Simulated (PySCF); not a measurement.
# MRb for M along group 15

PBE0 with double-zeta basis sets in PySCF, for the lowest determinant that a PBE0 search found; no spin–orbit coupling. De refers to high-spin ground-configuration atoms. A positive dipole means M(−)Rb(+).

| M | basis | state (unpaired electrons) | Re (Å) | ωe (cm⁻¹) | De (eV) | μ (D) |
| --- | --- | --- | --- | --- | --- | --- |
| N | def2-SVPD | triplet (π ↑↑) | 2.735 | 260 | 0.84 | 6.09 |
| P | def2-SVPD | triplet (π ↑↑) | 3.187 | 181 | 1.22 | 8.85 |
| As | def2-SVP | triplet (π ↑↑) | 3.285 | 132 | 1.14 | 8.93 |
| Bi | def2-SVP | triplet (π ↑↑) | 3.557 | 94.7 | 1.01 | 8.93 |

(1) The row for M = Sb is missing. Estimate Re, ωe and De as the mean of the rows for As and Bi, and compare with the calculation.

The rows differ in basis set, which adds steps of its own.

These are scalar-relativistic numbers at best; spin–orbit coupling would shift them, the dissociation energy most. States were picked by a PBE0 search and need not be the measured ground states.

Results:

(1) The means are 3.421 Å, 113 cm⁻¹ and 1.07 eV. PBE0 in def2-SVP gives RbSb as a triplet (π ↑↑) with Re = 3.489 Å, ωe = 109 cm⁻¹, De = 1.10 eV, so the estimate is off by -6.8 pm, +4 % and -0.02 eV.
